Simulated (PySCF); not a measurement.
Compound: C6H4F3N.
Atom-mapped SMILES: `[CH3:1][C:2](=[C:3]=[CH:4][C:5]([F:6])([F:7])[F:8])[C:9]#[N:10]` (hydrogens: H11, H12, H13 on C1; H14 on C4)

The geometry is computed with GFN2-xTB (gas phase).

(1) What internal coordinates does the optimisation give?

Results:

(1) 
```json
{"bond": "C1–C2", "length (bohr)": "2.837", "order": "single"}
{"bond": "C2=C3", "length (bohr)": "2.466", "order": "double"}
{"bond": "C3=C4", "length (bohr)": "2.450", "order": "double"}
{"bond": "C4–C5", "length (bohr)": "2.838", "order": "single"}
{"bond": "C5–F6, C5–F7, C5–F8", "length (bohr)": "2.535", "order": "single"}
{"bond": "C2–C9", "length (bohr)": "2.683", "order": "single"}
{"bond": "C9≡N10", "length (bohr)": "2.163", "order": "triple"}
{"bond": "C1–H11, C1–H12, C1–H13", "length (bohr)": "2.057", "order": "single"}
{"bond": "C4–H14", "length (bohr)": "2.042", "order": "single"}
```

Bonds in one row agree within 0.02 bohr and their mean is given. Orders are formal, as drawn. A selection of angles:
```json
{"angle": "C2–C1–H11", "degrees": "110.4"}
{"angle": "H11–C1–H12", "degrees": "109.6"}
{"angle": "H12–C1–H13", "degrees": "108.2"}
{"angle": "C1–C2–C3", "degrees": "124.5"}
{"angle": "C1–C2–C9", "degrees": "116.5"}
{"angle": "C3–C2–C9", "degrees": "119.0"}
{"angle": "C2–C3–C4", "degrees": "178.5"}
{"angle": "C3–C4–C5", "degrees": "122.3"}
{"angle": "C3–C4–H14", "degrees": "123.5"}
{"angle": "C5–C4–H14", "degrees": "114.2"}
{"angle": "C4–C5–F6", "degrees": "111.5"}
{"angle": "C4–C5–F7", "degrees": "113.2"}
{"angle": "F6–C5–F7", "degrees": "106.6"}
{"angle": "F6–C5–F8", "degrees": "106.2"}
{"angle": "C2–C9–N10", "degrees": "178.2"}
```

Torsions: C3–C4–C5–F6 -114° (anticlinal). The mirror-image conformer, all signs reversed, is as good.

The C–C distances run from 1.296 Å (C3=C4, drawn double) to 1.502 Å (C4–C5, drawn single), a spread of 0.206 Å.

Point group: C1 (no symmetry element, even within 0.4 Å). Not checked by GFN2-xTB frequencies.
